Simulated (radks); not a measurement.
Task: Species: Ru22+. Configuration: [Ar] 3d4. Calculated with a radial shooting solver on a logarithmic mesh with Libxc functionals: scalar-relativistic Kohn-Sham, PBEsol, spin-polarised, spherical densities, finite nucleus; open shells are filled with parallel spins first (spin-orbit coupling, left out, can overturn this in heavy ions); Fermi nuclear charge, rms radius 4.4809 fm. Some entries of the table are withheld. Estimate them.

orbital  occ.  eigenvalue (Ry)  <r^2> (bohr^2)  r(max) (bohr)
1s up       1        -1673.249        0.001511        0.02173
1s down     1        -1673.239        0.001511        0.02173
2s up       1        -293.1061         0.02480         0.1228
2s down     1        -292.3675         0.02472         0.1227
2p up       3        -269.1779         0.01949        0.09814
2p down     3        -268.6215         0.01941        0.09801
3s up       1        -94.08617          0.1616         0.3480
3s down     1        -93.21889          0.1627         0.3487
3p up       3        -86.27828             (1)         0.3379
3p down     3        -85.38411             (2)         0.3388
3d up       4        -74.77516          0.1320         0.2772
3d down     0        -73.70051          0.1338         0.2786
4s up       0        -44.54558          0.6463         0.7475
4s down     0        -44.25590          0.6521         0.7509
4p up       0        -41.55850          0.6710            (3)
4p down     0        -41.26892          0.6778            (4)

Result: 
(1) 3p up <r^2> (bohr^2): 0.1582
(2) 3p down <r^2> (bohr^2): 0.1595
(3) 4p up r(max) (bohr): 0.7592
(4) 4p down r(max) (bohr): 0.7632
